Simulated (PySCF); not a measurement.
Si(F)(I)2(Me) (CH3FI2Si), SMILES C[Si](F)(I)I.

Coordinates come from a B3LYP-D3(BJ)/def2-SVP optimisation. The def2 effective core potentials stand for the cores of I; spin–orbit coupling is left out.

The numbers are results of r2SCAN/def2-TZVP run with PySCF, not measurements.

Isolated molecule, no solvent.

Computed frontier levels, gap, dipole moment and polarisability:
```
Quantity                                                                                                        Result
---------------------------------------------------------------------------------------------  -----------------------
highest occupied level                                                                                        -6.89 eV
lowest empty level                                                                                            -1.93 eV
orbital gap                                                                                                    4.96 eV
dipole moment                                                                                                   1.98 D
quadrupole, principal values (traceless, Buckingham form, about the centre of nuclear charge)    -6.47, 0.12, 6.34 D·Å
mean static polarisability                                                                      100.0 bohr³ (14.83 Å³)
polarisability, principal values                                                               75.4, 97.1, 127.6 bohr³
```
